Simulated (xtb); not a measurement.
PbHBr, SMILES [Br][PbH] (connectivity only; charge and spin as stated), neutral, multiplicity 1. All values are semi-empirical tight-binding results from xtb (GFN2-xTB unless named), good for trends rather than for accurate numbers. The structure is a stationary point at GFN2-xTB.

Optimised geometry:

```xyz
3

Pb     0.0237    -0.7572     0.0000
H     -1.8182    -0.9310     0.0000
Br    -0.0035     1.8007     0.0000
```
Charge 0, spin multiplicity 1.

For metal compounds this method's bond lengths and energies can be far off.

Computed properties:
| Item | Result |
|---|---|
| point group as xtb finds it | Cs |
| orbital gap | 2.50 eV |
| zero-point energy | 3.2 kcal/mol |
| G − E(el) at 298.15 K (modified RRHO) | -14.9 kcal/mol |

Q: Give the atomic charges and the Wiberg bond orders between heavy atoms. (The exact figures need the calculation; the answer reports its results.)

A: charges (e) Pb1 0.56, H2 -0.21, Br3 -0.35. Bond orders Pb1–Br3 1.04.
